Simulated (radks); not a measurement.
Results of a calculation; reference values are marked as such.
Question: The table gives one normalised radial function P(r) = r R(r) of Br3+ in [Ar] 3d10 4s2 4p2 (r in bohr). Code: a radial shooting solver on a logarithmic mesh with Libxc functionals. Model: scalar-relativistic Kohn-Sham, PBE, spin-polarised, spherical densities, finite nucleus; open shells are filled with parallel spins first; Fermi nuclear charge, rms radius 4.1629 fm.

r         P
0.00414    0.0090
0.004705   0.0114
0.00539    0.0146
0.006127   0.0184
0.007019   0.0235
0.007978   0.0296
0.00914    0.0377
0.01039    0.0473
0.0119     0.0600
0.01353    0.0748
0.0155     0.0942
0.01761    0.1165
0.02018    0.1454
0.02293    0.1780
0.02607    0.2165
0.02986    0.2644
0.03394    0.3164
0.03889    0.3787
0.0442     0.4432
0.05063    0.5163
0.05755    0.5864
0.06593    0.6580
0.07494    0.7168
0.08585    0.7624
0.09758    0.7805
0.1118     0.7632
0.1271     0.7032
0.1456     0.5845
0.1654     0.4169
0.1895     0.1810
0.2154    -0.0872
0.2468    -0.4033
0.2805    -0.7068
0.3214    -1.0046
0.3653    -1.2323
0.4151    -1.3843
0.4756    -1.4465
0.5406    -1.4091
0.6193    -1.2802
0.7039    -1.0977
0.8064    -0.8698
0.9166    -0.6527
1.05      -0.4451
1.193     -0.2869
1.367     -0.1641
1.554     -0.0881
1.78      -0.0405
2.024     -0.0172
2.318     -0.0060
2.635     -0.0019
3.019     -0.0005
3.431     -0.0001
3.931     0.0000
4.468     0.0000
5.119     0.0000
5.818     0.0000

Which n and l does it have? It may be an empty orbital.

Answer: n = 3, l = 1: the number of nodes gives n - l - 1 = 1, the rise at small r (about r^(l+1)) gives l, and the extent must fit the shell. The curve is that of 3p down; the table hardly tells the two spins apart. 3p down: eigenvalue -211.68 eV, 1 radial node at r = 0.207 bohr, <r> = 0.563 bohr, 90 % of the charge inside 0.860 bohr.
